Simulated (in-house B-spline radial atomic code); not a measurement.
Response and correlation of the bismuth ion Bi⁵⁺

Closed shell [Xe] 4f14 5d10. Computed with a B-spline radial code for spherical atoms: Dirac-Hartree-Fock, relativistic RPA (time-dependent Dirac-Hartree-Fock) for the response and second-order many-body perturbation theory for correlation, no-pair Dirac-Coulomb Hamiltonian, finite nucleus.

Command:
```bash
python run_mb.py task.json out
```
Settings (nuclear radius in fm, box in bohr, cutoff in hartree):
```
basis_form          2
Z                   83
core_configuration  [Xe] 4f14 5d10
rms_radius          5.5211
mass_number         209
speed_of_light      137.036
box_radius          10.732
lmax                7
intervals           61
virtual_cutoff      172225.0
```

Cost of the run: 36 s on 1 thread of Arm Neoverse V1, on a shared host.

| multipole (bohr³, bohr⁵, bohr⁷) | uncoupled | coupled RPA |
| --- | --- | --- |
| dipole | 3.2757 | 2.7774 |
| quadrupole | 5.1735 | ? |
| octupole | 14.995 | 18.457 |

Task: What is the coupled quadrupole polarisability?

Result: 6.4491 atomic units, +25 % against the uncoupled value.

Task: Which subshells carry the dipole polarisability?

Result: 5d5/2 59.6 %, 5d3/2 36.8 %, 5p3/2 2.0 %.

Task: What does the dipole shielding factor come to?

Result: The dipole shielding factor is 0.940, against the exact N/Z = 78/83 = 0.940 of the non-relativistic theorem.

Dipole polarisability at imaginary frequency:

| u (Eh) | α(iu) (bohr³) |
| --- | --- |
| 0 | 2.777 |
| 0.294 | 2.718 |
| 0.735 | 2.457 |
| 1.47 | 1.891 |
| 2.2 | 1.419 |
| 2.94 | 1.074 |
| 4.41 | 0.6641 |
| 5.88 | 0.4504 |
| 7.35 | 0.3281 |
| 10.3 | 0.2009 |
| 14.7 | 0.119 |
| 22 | 0.06508 |
| 29.4 | 0.0416 |
| 44.1 | 0.02169 |
| 73.5 | 0.009167 |
| 147 | 0.002697 |

Task: What dispersion coefficients follow for two such ions (the dispersion part alone)?

Result: C6 = (3/π)∫α(iu)²du = 13.34 hartree·bohr⁶ and C8 = 134 hartree·bohr⁸.

Lowest J = 1 odd-parity excitations:

| energy (eV) | oscillator strength | leading channel | weight |
| --- | --- | --- | --- |
| 34.45 | 0.00598 | 5d3/2 → p1/2 | 0.62 |
| 35.745 | 1 | 5d5/2 → p3/2 | 0.621 |
| 38.569 | 0.129 | 5d3/2 → p3/2 | 0.925 |
| 50.576 | 0.0239 | 5d5/2 → f5/2 | 0.752 |
| 53.296 | 0.44 | 5d5/2 → f7/2 | 0.457 |
| 58.096 | 2.3 | 5d3/2 → f5/2 | 0.473 |
| 59.232 | 1.4 | 5d5/2 → p3/2 | 0.718 |
| 60.992 | 0.453 | 5d3/2 → p1/2 | 0.909 |

Second-order correlation energy by the highest angular momentum of the excited pair (hartree): s -0.03518, p -0.2871, d -0.8196, f -1.772, g -1.456, h -0.5311, i -0.2451, k -0.1235.

Task: What is the second-order correlation energy at the partial-wave limit?

Result: The listed waves sum to -5.2691 hartree; extrapolating the increments as (l + 1/2)⁻⁴ gives -5.5217 hartree, -1.93 eV per electron.
